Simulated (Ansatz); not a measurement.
Start from `F/C=N\C[SeH]` and change one atom or group to get `C=NC[SeH]`.

Ansatz, PBE0-D4/def2-TZVP geometries, multiplicity 1. Each molecule was computed in one conformer, which needn't be the lowest.

Scalar relativity is left out up to krypton. Spin–orbit coupling is left out; it splits and shifts lone-pair levels of the heavy atoms by tenths of an eV.

```csv
property,`F/C=N\C[SeH]`
LUMO energy (PBE0/def2-TZVPP) / eV,-0.76
LUMO energy (ωB97M-V/def2-TZVPP) / eV,1.37
"ideal-gas entropy at 298 K and 1 bar (rigid rotor, harmonic PBE0-D4/def2-TZVP) / J/(mol·K)",341
zero-point energy (PBE0-D4/def2-TZVP) / kJ/mol,157.8
HOMO energy (ωB97M-V/def2-TZVPP) / eV,-8.99
size of the dipole moment (B3LYP/def2-TZVPP) / D,1.28
```

What does the change do to each property? (An estimate is asked.)

Ansatz gave: 
```
                                                                                  property  `C=NC[SeH]`  shift
                                                        LUMO energy (PBE0/def2-TZVPP) / eV        -0.88  -0.12
                                                     LUMO energy (ωB97M-V/def2-TZVPP) / eV         1.27  -0.10
ideal-gas entropy at 298 K and 1 bar (rigid rotor, harmonic PBE0-D4/def2-TZVP) / J/(mol·K)          315    -26
                                            zero-point energy (PBE0-D4/def2-TZVP) / kJ/mol        175.5   17.7
                                                     HOMO energy (ωB97M-V/def2-TZVPP) / eV        -8.90   0.09
                                          size of the dipole moment (B3LYP/def2-TZVPP) / D         2.25   0.97
```

With PBE0 the HOMO rises by 0.09 eV and the LUMO falls by 0.12 eV, so the gap narrows by about 0.21 eV. PBE moves the HOMO by 0.06 eV and ωB97M-V by 0.09 eV. Dipoles are sizes alone; their direction can turn. Modes under 60 cm⁻¹, often nearly free rotors, make the harmonic entropy too high.

Positive LUMOs are unbound, so they and the gaps depend on the basis.

B3LYP here is the variant with VWN-RPA as its local correlation; programs differ in this.
